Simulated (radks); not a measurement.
Values are calculated unless marked as measured or tabulated.
Isoelectronic series with 11 electrons, all held in the configuration [Ne] 3s1, which need not be the ground one along the series. Level of theory: Dirac Kohn-Sham, BLYP, spin-unpolarised, spherical densities, finite nucleus; Fermi nuclear charge, rms radius of each element as measured or else 0.836 A^(1/3) + 0.57 fm (a radial shooting solver on a logarithmic mesh with Libxc functionals). Total energies (hartree) and orbital eigenvalues (eV) (* marks an orbital that is empty in some or all of the ions):

| ion | E (hartree) | 3p3/2* | 3p1/2* | 3s1/2 | 2p3/2 | 2p1/2 |
|---|---|---|---|---|---|---|
| Al2+ | -241.92276 | -17.2639 | -17.2982 | -23.8429 | -90.1068 | -90.5528 |
| P4+ | -338.02210 | -47.7897 | -47.9024 | -58.6391 | -180.5301 | -181.4633 |
| Cl6+ | -450.81993 | -91.0162 | -91.2781 | -106.1232 | -298.7193 | -300.4592 |
| K8+ | -580.36848 | -146.6472 | -147.1600 | -166.0867 | -444.4084 | -447.3916 |
| Sc10+ | -726.73869 | -214.5711 | -215.4728 | -238.4780 | -617.4952 | -622.2947 |
| V12+ | -890.01570 | -294.7410 | -296.2119 | -323.3054 | -817.9387 | -825.2836 |
| Mn14+ | -1070.29690 | -387.1393 | -389.4080 | -420.6084 | -1045.728 | -1056.524 |
| Co16+ | -1267.69194 | -491.7645 | -495.1142 | -530.4468 | -1300.869 | -1316.221 |
| Cu18+ | -1482.32231 | -608.6252 | -613.4000 | -652.8959 | -1583.381 | -1604.612 |
| Ga20+ | -1714.32172 | -737.7367 | -744.3488 | -788.0439 | -1893.290 | -1921.969 |
| As22+ | -1963.83667 | -879.1202 | -888.0563 | -935.9917 | -2230.630 | -2268.593 |
| Br24+ | -2231.02679 | -1032.801 | -1044.630 | -1096.852 | -2595.441 | -2644.817 |
